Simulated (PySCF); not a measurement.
A structure optimised at B3LYP-D3(BJ)/def2-SVP, used in a PySCF frequency run:

```xyz
8

S     -1.0419    -0.8283    -2.0262
Sn    -0.0106     0.0110     0.0073
S      0.3890    -1.8143     1.5603
S      2.0761     1.1417    -0.5129
Cl    -1.4797     1.5603     1.0173
H     -0.8281    -2.1061    -1.6304
H      1.7283    -1.6577     1.4290
H      2.0152     0.7056    -1.7940
```

Write its SMILES and formula.

[SH][Sn]([SH])([SH])[Cl], ClH3S3Sn

What are its rotational constants (standard atomic weights)?

0.96180, 0.96026, 0.95977 GHz
